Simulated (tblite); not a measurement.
C7H8O, charge -1, doublet, geometry from GFN2-xTB (a state made from the parent by changing its charge; the spin is typed, not shown lowest); GFN1-xTB in tblite 0.6.0.

tblite was given this input:
```
$ tblite run mol.xyz --method gfn1 --charge -1 --spin 1 --efield 0,0,0.1 --json tblite.json --no-restart

# file mol.xyz
16

C     -2.77121118     0.23994044    -0.12958900
O     -1.72656556    -0.47586576    -0.69640917
C     -0.41480403    -0.18609183    -0.23796529
C      0.57638089    -0.93693092    -0.84633274
C      1.95745203    -0.72101169    -0.45145035
C      2.23818130     0.22105693     0.51308302
C      1.24591567     0.96727554     1.11675891
C     -0.14392109     0.75840415     0.72765808
H     -3.69040157    -0.11864350    -0.60395580
H     -2.84707108     0.07724334     0.95580377
H     -2.68021740     1.32166249    -0.30819494
H      0.32250921    -1.66874338    -1.60032154
H      2.74106856    -1.30475941    -0.92271470
H      3.27619734     0.38445309     0.81097107
H      1.47210552     1.70835316     1.87621521
H     -0.90962762     1.35150459     1.21049448
```

### Question
What does tblite print? Leave out banner, timings and long lists.

### Answer

```
xTB calculator
 | screened Coulomb repulsion
 | Coulomb electrostatics
 |  * isotropic Klopman-Ohno-Mataga-Nishimoto electrostatics
 |  * onsite third-order electrostatics
 | DFT-D3(BJ) dispersion correction
 | Interactions (1)
 | [1] electric field

halogen bonding energy    0.0000000000000E+00 Eh
repulsion energy          3.2736043431929E-01 Eh
dispersion energy        -6.7095335333631E-03 Eh
interaction energy        0.0000000000000E+00 Eh
number of electrons       4.3000000000000E+01 e
integral cutoff           1.9731147476801E+01 bohr

------------------------------------------------------------
  cycle        total energy    energy error   density error
------------------------------------------------------------
      1     -23.84545842237  -2.4166109E+01   4.5403255E-01
      2     -23.94575953088  -1.0030111E-01   2.6381902E-01
      3     -23.94496292896   7.9660192E-04   5.4416100E-02
      4     -23.94856656501  -3.6036361E-03   1.1002727E-02
      5     -23.94950619719  -9.3963218E-04   2.0451821E-03
      6     -23.94952636470  -2.0167512E-05   7.3618754E-04
      7     -23.94952757932  -1.2146237E-06   1.8713800E-04
      8     -23.94952768546  -1.0613470E-07   6.0998251E-05
      9     -23.94952769445  -8.9862553E-09   1.0515657E-05
------------------------------------------------------------

electronic energy        -2.4270178595232E+01 Eh
total energy             -2.3949527694446E+01 Eh

Post processing:
 | Mayer-Wiberg bond orders

[Info] JSON dump of results written to 'tblite.json'
```
